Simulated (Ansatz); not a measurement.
Geometry optimisation, Ansatz 0.2.0, RKS PBE0/def2-SVP.

input.yaml

```yaml
crystal:
  periodic: [false, false, false]
  atoms:
    - { symbol: Ge, position_ang: [0.0, 0.0, 0.0] }
    - { symbol: O, position_ang: [0.0, 0.0, 2.12] }
    - { symbol: H, position_ang: [-0.9095, -0.2814, 2.4571] }
    - { symbol: Cl, position_ang: [2.0935, 0.0, -0.7393] }
    - { symbol: Cl, position_ang: [-1.0456, 1.8115, -0.7393] }
    - { symbol: F, position_ang: [-0.7913, -1.3709, -0.5594] }
    - { symbol: "N", position_ang: [1.159, 1.7479, 0.6969] }
    - { symbol: H, position_ang: [2.0156, 1.6075, 1.3053] }
    - { symbol: H, position_ang: [0.8584, 2.7267, 0.4227] }
    - { symbol: H, position_ang: [0.7105, 1.0715, 1.7912] }
basis:
  gaussian: { orbitals: def2-SVP }
hamiltonian:
  xc: pbe0
relax:
  f_tol: 0.15
  max_steps: 25
  restrain:
    - { distance: [0, 6], at: 1.91, k: 30.0 }
    - { distance: [9, 1], at: 1.01, k: 30.0 }
    - { distance: [0, 1], at: 2.97, k: 30.0 }
    - { distance: [9, 6], at: 2.26, k: 30.0 }
output:
  orbitals: {}
```

Launched with:

```bash
$ ansatz run input.yaml --threads 4 --pin off --max-ram 5120MiB --backend cpu --events-out ev --progress --plain --runs-dir out
```

**Question.** Where does it end, and by what steps?

**Answer.** The run converged. The restraints hold the end off the free minimum. After 15 steps the energy has fallen by 3.937 eV (the restraints' own energy left out); F6 moved furthest, 1.45 Å. Parted: Ge1–O2 (2.12 → 2.97 Å). Joined: O2–H10 (1.33 → 0.98 Å).

```tsv
step	energy less start (eV)	largest force component (eV/Å)	accepted
0	0.0000	5.138	yes
1	0.4094	4.142	yes
2	0.0610	3.186	yes
3	-1.2880	2.181	yes
4	-2.3232	2.285	yes
5	-2.9351	1.700	yes
6	-3.1805	1.519	yes
7	-3.3814	1.240	yes
8	-3.4857	1.138	yes
9	-3.5580	1.429	yes
10	-3.7145	1.179	yes
11	-3.8440	0.977	yes
12	-3.8947	1.191	yes
13	-3.9052	1.171	yes
14	-3.9303	0.961	yes
15	-3.9368	0.926	yes
```

```xyz
10
Properties=species:S:1:pos:R:3
Ge 0.202 0.669 -0.344
O 0.623 -0.292 2.434
H -0.113 -0.893 2.271
Cl 1.677 -0.741 -0.937
Cl -0.581 1.666 -2.063
F -1.133 -0.238 0.277
N 0.741 1.983 0.870
H 1.624 1.705 1.301
H 0.872 2.875 0.393
H 0.179 0.578 2.553
```

Run time: 52 s on 4 threads of Arm Neoverse V1 (shared host), peak memory 0.38 GiB.
